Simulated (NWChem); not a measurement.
C₂H₇FOSi; SMILES OCC[SiH2]F

```xyz
12

O      0.7491    -2.0346     0.0946
C     -0.5771    -1.7155    -0.2664
C     -0.9674    -0.3272     0.2214
Si     0.4521     0.8729    -0.0698
F     -0.1559     2.3866     0.0201
H      0.7862    -2.1363     1.0522
H     -0.6001    -1.7433    -1.3674
H     -1.2899    -2.4870     0.0832
H     -1.8682     0.0435    -0.2965
H     -1.2117    -0.3345     1.2988
H      1.0215     0.7029    -1.4353
H      1.5096     0.7870     0.9748
```
Atoms are numbered in this order, from 1.

Computed with NWChem. Pople sets run with spherical d functions. Medium grid unless said otherwise, to which SCAN and Minnesota functionals are sensitive. Geometry: optimised at PBE0/def2-SVP. Not confirmed as a minimum by frequencies. Hybrids' shares of exact exchange are those that their runs print; pure functionals count as 0. The functionals differ in more than this share.

```csv
row,share of exact exchange,highest occupied level (eV)
PBE/6-31G*,0.00,-6.27
SCAN/6-31G*,0.00,-6.72
B3LYP/6-31G*,0.20,-7.70
B97-2/6-31G*,0.21,-7.73
MN15/6-31G*,0.44,-8.81
Hartree-Fock/6-31G*,1.00,withheld
```

### Question
Fit a straight line of the last column on the one before it, predict the withheld value, and compare with the run.

### Answer

1. Means of the 5 shown rows: x = 0.170, y = -7.446. Slope Σ(x − x̄)(y − ȳ)/Σ(x − x̄)² = -0.7106/0.1332 = -5.335; intercept -6.539.
2. The shown rows scatter about the line by 0.158 (root mean square); the largest residual is +0.27, at PBE/6-31G*.
3. At x = 1.00 (Hartree-Fock/6-31G*; beyond the shown range) the line gives -11.87.
4. The run gives -11.83, +0.04 from the line, 0.3 times the scatter.
